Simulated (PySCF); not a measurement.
C₃H₆F₂Si, SMILES F[C@@H]1C([SiH3])[C@H]1F. Atoms are numbered in the order given.

```xyz
12

F     -1.7346     1.6195    -0.4867
C     -0.8174     0.8408     0.1506
C     -0.9967    -0.6292     0.1055
F     -0.6690    -1.3597     1.2134
C      0.1227    -0.0007    -0.6874
Si     1.9243    -0.2210    -0.1894
H     -0.4459     1.2965     1.0757
H     -1.8625    -1.0365    -0.4271
H     -0.0715     0.0426    -1.7657
H      2.0861     0.0844     1.2589
H      2.3708    -1.6169    -0.4571
H      2.7636     0.7199    -0.9852
```

Geometry: B3LYP-D3(BJ)/def2-SVP. The structure was generated by enumeration; whether it is a known compound was not checked.

Vertical ionisation energy (IE) and electron affinity (EA) in eV. Rows of orbital energies are one-electron estimates. Where ΔSCF, EOM or ADC give a negative EA the extra electron is unbound and the value depends on the basis.

```csv
level,IE,EA
"−ε(HOMO), −ε(LUMO), M06-2X/def2-TZVP (PySCF)",…,…
"−ε(HOMO), −ε(LUMO), PBE/def2-TZVP (PySCF)",6.77,0.30
```

**Question.** Complete the blanks. (An estimate is asked for; the answer gives what the named calculation found.)

**Answer.** 
- −ε(HOMO), −ε(LUMO), M06-2X/def2-TZVP (PySCF), IE: 9.58
- −ε(HOMO), −ε(LUMO), M06-2X/def2-TZVP (PySCF), EA: -1.30
